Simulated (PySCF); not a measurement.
Isomers of C10H10. Computed with TDDFT CAM-B3LYP/def2-SVPD, vertical, gas phase, core orbitals frozen in the response in PySCF. Geometries: PBE0-D3(BJ)/def2-SVP; one conformer of each isolated species. Triplets are in the Tamm–Dancoff approximation.

A. `CC#Cc1ccc(C)cc1`
B. `C[C@H]1C=Cc2ccccc21`
C. `C1[C@H](C21C=CC=C2)C#CC`

Lowest singlet levels (six at most, fewer where fewer were computed) with oscillator strengths:

1. 262 nm (f 0.042); 220 nm (f 0.209); 208 nm (f 0.035); 198 nm (f 0.005); 196 nm (f 0.002); 188 nm (f 0.016); T1 2.93 eV
2. 250 nm (f 0.065); 246 nm (f 0.113); 203 nm (f 0.252); 194 nm (f 0.255); 192 nm (f 0.154); 181 nm (f 0.011); T1 3.28 eV
3. 246 nm (f 0.002); 240 nm (f 0.470); 225 nm (f 0.000); 199 nm (f 0.001); 198 nm (f 0.000); 194 nm (f 0.264); T1 3.49 eV

Problem. Match each spectrum to its molecule.

Solution. 1 = C, 2 = B, 3 = A.
- A: S1 at 5.04 eV, HOMO→LUMO+1 (63%), HOMO-1→LUMO (33%); Löwdin shares by element: HOMO carbon 62% or more (atoms not listed hold the other 38%); LUMO carbon 53% or more (atoms not listed hold the other 47%); HOMO -7.47 and LUMO 0.30 eV.
- B: S1 at 4.96 eV, HOMO→LUMO (49%), HOMO→LUMO+1 (35%), HOMO-1→LUMO (10%); Löwdin shares by element: HOMO carbon 63% or more (atoms not listed hold the other 37%); LUMO carbon 56% or more (atoms not listed hold the other 44%); HOMO -7.47 and LUMO 0.26 eV.
- C: S1 at 4.74 eV, HOMO→LUMO (98%); Löwdin shares by element: HOMO carbon 84% or more (atoms not listed hold the other 16%); LUMO carbon 63% or more (atoms not listed hold the other 37%); HOMO -7.49 and LUMO 0.27 eV.
A and B have S1 within 0.09 eV of each other; their strongest listed levels stand at 5.16 eV (f 0.470) and 6.39 eV (f 0.255).
